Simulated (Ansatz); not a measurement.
This geometry of BClF2H3N + H2O (11 atoms, charge 0, multiplicity 1) is a first-order saddle point.

The calculation used Ansatz, RKS PBE0/def2-SVP.

```xyz
11
Properties=species:S:1:pos:R:3
B -0.617 -1.198 -0.057
Cl 1.700 -1.026 0.702
F -0.432 -2.294 -0.789
F -1.200 -1.315 1.136
H 0.286 1.199 -0.124
N -0.782 0.104 -0.732
H 1.565 0.433 0.591
O 1.086 1.621 0.357
H -0.647 0.043 -1.739
H -1.705 0.495 -0.550
H 0.746 1.936 1.204
```

(1) Which two structures does it join? (They come from a converged band through this point; their orientation in space is the band's.)

(2) How far does it lie above each of them?

## Answers

(1) Bonds broken: B1–Cl2, H5–N6, H7–O8. Bonds formed: Cl2–H7, H5–O8. BClF2H3N + H2O becomes BF2H2N + ClH + H2O.

First end point:

```xyz
11
Properties=species:S:1:pos:R:3
B -0.330 -1.162 0.075
Cl 1.542 -1.348 0.021
F -0.965 -2.230 -0.474
F -0.763 -0.820 1.326
H -0.132 0.930 -0.398
N -0.622 0.124 -0.854
H 1.582 0.923 0.680
O 0.985 1.691 0.730
H -0.255 -0.010 -1.797
H -1.626 0.310 -0.912
H 0.585 1.592 1.603
```

Last end point:

```xyz
11
Properties=species:S:1:pos:R:3
B -0.934 -1.180 -0.153
Cl 2.492 -0.935 0.951
F -0.339 -2.222 -0.698
F -1.401 -1.273 1.082
H 0.332 1.157 -0.116
N -1.095 0.031 -0.875
H 2.000 0.268 0.686
O 1.041 1.620 0.372
H -0.909 0.035 -1.872
H -1.834 0.670 -0.605
H 0.648 1.829 1.228
```

(2) 1.11 eV above the first and 0.14 eV above the second. This is the barrier of this one path; another mechanism may lie lower. The orbitals stay closed-shell, which can raise the energy where a bond breaks towards radicals; this wasn't checked here.

Run time: 2.4 min on 2 threads of AMD EPYC 9R14 (Zen 4), with other jobs on the host, peak memory 0.29 GiB.
